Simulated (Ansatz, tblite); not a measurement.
Removing an electron: (FInO)3 ring (In₃O₃F₃). Total charge 0; singlet. Geometry: r2SCAN-D4/def2-SVP. Ansatz, gas phase; energy differences of separate SCF runs; the oxidised species was run as a doublet alone.

```xyz
9

In   -1.161   -0.420    1.576
F    -2.281   -0.824    3.113
O    -1.142    1.425    0.806
In    0.025    1.852   -0.760
F     0.058    3.654   -1.490
O     1.160    0.419   -1.569
In    1.135   -1.433   -0.818
F     2.229   -2.827   -1.618
O    -0.022   -1.845    0.760
```

In the def2 sets In takes a core potential; there is no spin–orbit coupling. The xTB rows come from tblite. HSE06 is defined as in plane-wave codes, on full-range PBE exchange.

```tsv
level	−HOMO (eV)	vertical IE (eV)	−LUMO (eV)	HOMO–LUMO gap (eV)
GFN1-xTB	12.61	14.94	9.50	3.11
GFN2-xTB	14.14	16.58	11.93	2.20
PBE0-D4/def2-TZVP	9.07	10.66	3.87	5.20
HSE06-D4/def2-TZVP	8.67	10.64	4.24	4.44
```

Run but left out: PBE-D4/def2-TZVP (charge +1 doublet: an occupied level 0.02 eV above an empty one).  Raw xTB energy differences between charge states are shifted by several eV; the methods need an empirical correction for them.
